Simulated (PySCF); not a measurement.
SrCl, SMILES [Cl][Sr], multiplicity 2.

Geometry optimised at B3LYP-D3(BJ)/def2-TZVPD. The spin state was assumed, not searched. The def2 effective core potentials stand for the cores of Sr; spin–orbit coupling is left out.

All values below come from PySCF 2.14.0 with IEF-PCM-PBE0/def2-TZVPD.

The values are the electrostatic part of the solvation free energy, E(continuum) − E(gas) at the gas-phase geometry, in a cavity of scaled van der Waals radii (PySCF's table); cavitation and dispersion terms are not included. A continuum can't describe solvent molecules that bind to the metal. The dipole moment in vacuum is 4.79 D.

```tsv
solvent	ε	ΔG(elec) (kcal/mol)	dipole (D)
water	78.36	-8.9	7.46
n-hexane	1.88	-3.2	5.53
ethylethanoate	5.99	-6.8	6.63
```
